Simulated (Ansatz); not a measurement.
C3H6BN can be A, `BC1C=CN1`, or B, `BNC=C=C`.

Gas-phase electronic energies from Ansatz, PBE0-D4/def2-TZVP geometries. CCSD(T)/CBS adds triple-zeta CCSD(T) − MP2 to the extrapolated MP2 energy (def2 sets, frozen cores). DFT in def2-TZVPP. B3LYP here is the variant with VWN-RPA as its local correlation; programs differ in this. Each species was taken in one conformer, which may not be the lowest.

**Question.** Which isomer does CCSD(T)/CBS put lower? Give the gap. (Estimate.)

**Answer.** The calculation gave: B, by 139.0 kJ/mol.

**Question.** Give E(B) − E(A) in kJ/mol with CCSD/def2-TZVPP, B3LYP-D4, PBE-D4, BLYP-D4, B2PLYP, r2SCAN-D4, B3LYP. (Estimate.)

**Answer.** Computed: CCSD/def2-TZVPP -147.8, B3LYP-D4 -162.3, PBE-D4 -125.0, BLYP-D4 -166.9, B2PLYP -152.3, r2SCAN-D4 -134.8, B3LYP -167.3. None reverses the order clearly.

**Question.** Does the order hold for the free energy at 298.15 K (harmonic terms from PBE0-D4)? (An estimate is asked.)

**Answer.** The calculation gave: Yes: G(B) − G(A) = -144.2 kJ/mol, for one conformer each.

Largest T1 diagnostic: 0.015.

Leaving LDA and LC-ωPBE aside and taking each functional with its dispersion term where it has one, the values, not all of them listed here, spread over 49.5 kJ/mol, from BLYP-D4 to PBE-QIDH. LDA lies +26.2 kJ/mol from PBE without D4. In def2-TZVPP, CCSD(T) changes the Hartree–Fock value by +49.3 kJ/mol (the triples alone add +7.9 kJ/mol) and MP2 by +69.3 kJ/mol.
